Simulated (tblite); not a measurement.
A geometry optimisation, step by step.

Compound: C6H10B (doublet state).
Numbering: `[BH:1][C:2]#[C:3][C@H:4]([CH3:5])[CH2:6][CH3:7]` (hydrogens: H8 on B1; H9 on C4; H10, H11, H12 on C5; H13, H14 on C6; H15, H16, H17 on C7)
Bond orders are those of one Lewis drawing.

Computed with GFN2-xTB (tblite), gas phase: L-BFGS steps from a force-field or distance-geometry start until the largest atomic force falls under 0.01 eV/Å. 10 of its 86 geometries are shown.

Step 0: E = -517.5466 eV, largest atomic force 4.727 eV/Å
```
atom  x, y, z in Å  |  force x, y, z in eV/Å
B1      3.562   -1.289   -0.458   -2.213   1.280   0.388
C2      2.096   -0.987   -0.073    4.463  -1.029  -1.169
C3      0.969   -0.763    0.248   -3.212   0.671   0.896
C4     -0.436   -0.465    0.613    0.609  -0.420   0.290
C5     -1.327   -1.650    0.218   -0.402  -0.389  -0.387
C6     -0.928    0.833   -0.038    0.021   0.442   0.076
C7     -0.192    2.067    0.501   -0.046   0.261   0.471
H8      4.246   -0.413   -0.864   -0.012  -0.613   0.139
H9     -0.481   -0.372    1.729    0.108   0.086  -0.634
H10    -2.377   -1.466    0.536    0.708  -0.120  -0.242
H11    -0.978   -2.585    0.696   -0.170   0.516  -0.290
H12    -1.312   -1.792   -0.890   -0.034   0.080   0.874
H13    -0.793    0.784   -1.128   -0.023  -0.070   0.258
H14    -2.005    0.964    0.165    0.299  -0.163  -0.061
H15     0.886    2.023    0.266   -0.562  -0.024   0.196
H16    -0.324    2.139    1.618    0.199  -0.032  -1.111
H17    -0.613    2.983    0.041    0.267  -0.478   0.305
```

Step 9: E = -517.9342 eV, largest atomic force 0.297 eV/Å
```
atom  x, y, z in Å  |  force x, y, z in eV/Å
B1      3.442   -1.127   -0.461    0.097   0.072  -0.050
C2      2.087   -0.945   -0.068    0.167   0.226  -0.095
C3      0.916   -0.771    0.267    0.202  -0.020  -0.057
C4     -0.446   -0.477    0.613    0.183  -0.072   0.017
C5     -1.334   -1.658    0.210   -0.048   0.041   0.051
C6     -0.921    0.835   -0.034   -0.019  -0.002   0.064
C7     -0.192    2.062    0.504   -0.014  -0.024  -0.008
H8      4.346   -0.532   -0.867    0.011  -0.180   0.038
H9     -0.454   -0.357    1.704   -0.184  -0.002   0.074
H10    -2.353   -1.460    0.526   -0.152  -0.108  -0.015
H11    -0.979   -2.574    0.681   -0.060   0.031  -0.024
H12    -1.314   -1.793   -0.871   -0.018   0.014   0.059
H13    -0.781    0.773   -1.116   -0.041  -0.002   0.054
H14    -1.987    0.923    0.177   -0.115   0.117  -0.076
H15     0.874    2.006    0.281   -0.074  -0.017   0.004
H16    -0.311    2.141    1.585    0.001  -0.027  -0.040
H17    -0.600    2.966    0.053    0.065  -0.048   0.005
```

Step 19: E = -517.9953 eV, largest atomic force 0.060 eV/Å
```
atom  x, y, z in Å  |  force x, y, z in eV/Å
B1      3.440   -0.960   -0.500    0.015   0.034   0.014
C2      2.104   -0.770   -0.100    0.033  -0.039   0.005
C3      0.923   -0.757    0.281   -0.035   0.040  -0.027
C4     -0.453   -0.486    0.628    0.015   0.002   0.015
C5     -1.353   -1.663    0.219    0.004   0.030  -0.001
C6     -0.936    0.827   -0.024   -0.025  -0.048   0.010
C7     -0.192    2.045    0.508   -0.019  -0.043  -0.028
H8      4.500   -0.731   -0.871   -0.002  -0.025  -0.004
H9     -0.498   -0.369    1.719   -0.009  -0.009   0.007
H10    -2.382   -1.484    0.524    0.000   0.038   0.023
H11    -1.011   -2.586    0.684    0.019   0.019  -0.041
H12    -1.331   -1.782   -0.862    0.011  -0.055  -0.001
H13    -0.792    0.752   -1.105   -0.016   0.025   0.017
H14    -2.006    0.934    0.167   -0.015   0.018   0.012
H15     0.869    1.960    0.284    0.001   0.017   0.023
H16    -0.312    2.131    1.587   -0.005  -0.002  -0.035
H17    -0.576    2.951    0.045    0.028   0.001   0.011
```

Step 28: E = -518.0017 eV, largest atomic force 0.043 eV/Å
```
atom  x, y, z in Å  |  force x, y, z in eV/Å
B1      3.448   -0.860   -0.507   -0.003   0.002   0.000
C2      2.111   -0.761   -0.097    0.011  -0.012  -0.010
C3      0.923   -0.724    0.267   -0.014  -0.004   0.005
C4     -0.455   -0.485    0.625    0.001  -0.012   0.007
C5     -1.351   -1.663    0.217    0.006  -0.003  -0.013
C6     -0.950    0.826   -0.019   -0.007  -0.030  -0.013
C7     -0.193    2.038    0.507   -0.020  -0.023  -0.014
H8      4.534   -0.826   -0.867    0.008  -0.019   0.007
H9     -0.507   -0.379    1.718    0.018   0.015   0.008
H10    -2.376   -1.472    0.530    0.004  -0.038  -0.001
H11    -1.008   -2.587    0.677   -0.003   0.015   0.026
H12    -1.337   -1.797   -0.862    0.007   0.025  -0.025
H13    -0.817    0.750   -1.101   -0.008   0.030  -0.023
H14    -2.018    0.938    0.180    0.008   0.008   0.029
H15     0.870    1.941    0.295   -0.016  -0.001   0.013
H16    -0.323    2.126    1.585    0.005   0.038  -0.019
H17    -0.559    2.947    0.036    0.004   0.008   0.024
```

Step 38: E = -518.0040 eV, largest atomic force 0.040 eV/Å
```
atom  x, y, z in Å  |  force x, y, z in eV/Å
B1      3.452   -0.843   -0.506    0.005  -0.025  -0.011
C2      2.111   -0.763   -0.108   -0.003   0.003   0.010
C3      0.924   -0.717    0.257   -0.001   0.016  -0.013
C4     -0.453   -0.482    0.621   -0.039  -0.004  -0.003
C5     -1.343   -1.666    0.214    0.003  -0.011  -0.018
C6     -0.960    0.830   -0.015   -0.004   0.005   0.008
C7     -0.199    2.042    0.506   -0.018  -0.004   0.005
H8      4.543   -0.878   -0.851    0.013  -0.006   0.005
H9     -0.497   -0.375    1.714    0.002   0.011   0.012
H10    -2.372   -1.491    0.527    0.032   0.011  -0.020
H11    -0.995   -2.588    0.675    0.023   0.024   0.005
H12    -1.322   -1.794   -0.866   -0.022  -0.002  -0.007
H13    -0.846    0.768   -1.101   -0.003  -0.024   0.018
H14    -2.025    0.940    0.205    0.010  -0.007   0.007
H15     0.865    1.934    0.301   -0.033   0.021   0.009
H16    -0.334    2.143    1.581    0.018   0.004  -0.002
H17    -0.558    2.952    0.030    0.018  -0.012  -0.006
```

Step 47: E = -518.0069 eV, largest atomic force 0.026 eV/Å
```
atom  x, y, z in Å  |  force x, y, z in eV/Å
B1      3.456   -0.890   -0.507    0.003  -0.006  -0.003
C2      2.113   -0.767   -0.127    0.003  -0.009   0.011
C3      0.926   -0.678    0.230    0.004   0.006   0.006
C4     -0.450   -0.469    0.613   -0.009  -0.004   0.006
C5     -1.318   -1.668    0.201   -0.006   0.000  -0.001
C6     -0.986    0.842    0.003    0.011   0.001  -0.001
C7     -0.215    2.056    0.508   -0.012   0.005  -0.001
H8      4.556   -0.951   -0.817    0.009  -0.007  -0.008
H9     -0.483   -0.378    1.708   -0.001   0.002   0.014
H10    -2.349   -1.514    0.514    0.002   0.009   0.005
H11    -0.946   -2.580    0.663    0.001   0.003  -0.013
H12    -1.300   -1.797   -0.880    0.011   0.012   0.003
H13    -0.902    0.781   -1.085   -0.008   0.010   0.000
H14    -2.044    0.946    0.256    0.020  -0.013  -0.007
H15     0.849    1.938    0.310   -0.024  -0.002  -0.011
H16    -0.353    2.180    1.580    0.002  -0.011   0.000
H17    -0.562    2.960    0.012   -0.005   0.004  -0.001
```

Step 57: E = -518.0080 eV, largest atomic force 0.026 eV/Å
```
atom  x, y, z in Å  |  force x, y, z in eV/Å
B1      3.461   -0.922   -0.506    0.004   0.003   0.011
C2      2.120   -0.781   -0.120   -0.005   0.008   0.002
C3      0.935   -0.663    0.236    0.003  -0.002  -0.004
C4     -0.443   -0.463    0.616   -0.013   0.009  -0.002
C5     -1.304   -1.662    0.196   -0.012  -0.003  -0.004
C6     -0.994    0.844    0.008    0.014   0.013  -0.001
C7     -0.230    2.063    0.506    0.001   0.003   0.000
H8      4.561   -0.983   -0.817   -0.015  -0.013  -0.005
H9     -0.481   -0.374    1.711    0.009   0.005   0.006
H10    -2.334   -1.513    0.513   -0.012  -0.002   0.005
H11    -0.931   -2.579    0.647    0.013   0.001  -0.009
H12    -1.287   -1.777   -0.886    0.005  -0.009  -0.008
H13    -0.919    0.787   -1.081   -0.001  -0.016   0.004
H14    -2.052    0.936    0.269    0.025  -0.004  -0.005
H15     0.833    1.948    0.298   -0.006   0.011   0.004
H16    -0.358    2.184    1.580    0.007   0.005  -0.007
H17    -0.582    2.967    0.013   -0.017  -0.009   0.012
```

Step 66: E = -518.0092 eV, largest atomic force 0.030 eV/Å
```
atom  x, y, z in Å  |  force x, y, z in eV/Å
B1      3.466   -0.944   -0.495   -0.003   0.001  -0.010
C2      2.127   -0.781   -0.110   -0.003  -0.007   0.003
C3      0.943   -0.646    0.240    0.003   0.000   0.007
C4     -0.436   -0.455    0.620   -0.012   0.000  -0.008
C5     -1.288   -1.657    0.188   -0.010  -0.017  -0.006
C6     -0.999    0.846    0.013    0.001   0.011   0.012
C7     -0.246    2.075    0.505    0.002   0.003  -0.004
H8      4.557   -1.056   -0.822    0.004  -0.003   0.004
H9     -0.475   -0.371    1.716   -0.001   0.000  -0.008
H10    -2.319   -1.522    0.509   -0.009   0.000   0.012
H11    -0.904   -2.577    0.622    0.015  -0.007   0.014
H12    -1.274   -1.757   -0.895    0.006  -0.003  -0.015
H13    -0.934    0.783   -1.076    0.007   0.015   0.025
H14    -2.054    0.930    0.285    0.000  -0.004  -0.017
H15     0.815    1.980    0.281   -0.002   0.009  -0.005
H16    -0.360    2.190    1.582    0.002  -0.001  -0.015
H17    -0.625    2.973    0.021    0.000   0.002   0.010
```

Step 76: E = -518.0098 eV, largest atomic force 0.012 eV/Å
```
atom  x, y, z in Å  |  force x, y, z in eV/Å
B1      3.464   -0.956   -0.496   -0.003  -0.002   0.002
C2      2.128   -0.788   -0.105   -0.002   0.000  -0.005
C3      0.945   -0.640    0.245    0.000   0.004  -0.004
C4     -0.435   -0.452    0.620    0.002   0.010  -0.001
C5     -1.281   -1.659    0.185    0.001  -0.001   0.003
C6     -0.999    0.849    0.016    0.000   0.004  -0.003
C7     -0.253    2.084    0.506   -0.001  -0.003  -0.002
H8      4.554   -1.086   -0.822    0.000  -0.001   0.002
H9     -0.479   -0.372    1.716   -0.003   0.006  -0.001
H10    -2.312   -1.534    0.511   -0.005   0.002   0.001
H11    -0.887   -2.576    0.616    0.006  -0.005   0.006
H12    -1.269   -1.755   -0.899    0.002   0.002  -0.002
H13    -0.929    0.791   -1.073    0.003   0.000   0.000
H14    -2.057    0.929    0.281    0.003  -0.002   0.001
H15     0.805    2.004    0.267   -0.002  -0.001   0.003
H16    -0.354    2.193    1.585    0.000  -0.011  -0.005
H17    -0.649    2.980    0.032    0.000  -0.002   0.007
```

Step 85: E = -518.0100 eV, largest atomic force 0.008 eV/Å
```
atom  x, y, z in Å  |  force x, y, z in eV/Å
B1      3.462   -0.963   -0.497    0.003  -0.001  -0.003
C2      2.126   -0.790   -0.110    0.001   0.003   0.006
C3      0.945   -0.635    0.244    0.003  -0.003  -0.001
C4     -0.436   -0.448    0.619    0.001   0.005  -0.002
C5     -1.278   -1.659    0.186    0.000  -0.001   0.002
C6     -1.000    0.851    0.012   -0.002   0.004  -0.002
C7     -0.255    2.084    0.507   -0.003   0.001  -0.001
H8      4.552   -1.095   -0.819   -0.003  -0.001   0.001
H9     -0.482   -0.364    1.715    0.007  -0.004  -0.001
H10    -2.308   -1.539    0.513   -0.003   0.005  -0.002
H11    -0.879   -2.574    0.618    0.003  -0.004   0.002
H12    -1.265   -1.756   -0.897   -0.002  -0.001   0.001
H13    -0.925    0.793   -1.077   -0.001   0.001  -0.002
H14    -2.058    0.930    0.274   -0.001   0.001  -0.004
H15     0.802    2.011    0.262   -0.005  -0.003   0.005
H16    -0.351    2.183    1.587    0.003   0.000  -0.003
H17    -0.657    2.983    0.044   -0.001   0.002   0.004
```

Q: Summarise the path.

A: The energy falls by 0.4634 eV from step 0 to step 85; nine tenths of that is first reached at step 12. It rises by more than 0.2 meV at step 1. The largest force goes from 4.727 to 0.008 eV/Å. Among the bonds B1–C2 changes most, from 1.545 to 1.402 Å; the atoms move by 0.221 Å rms after alignment.

The cost below is that of the whole relaxation. The run took 0.39 s of wall time on an Arm Neoverse V2 with one thread, shared host with 48 logical CPUs at a one-minute load of 14.
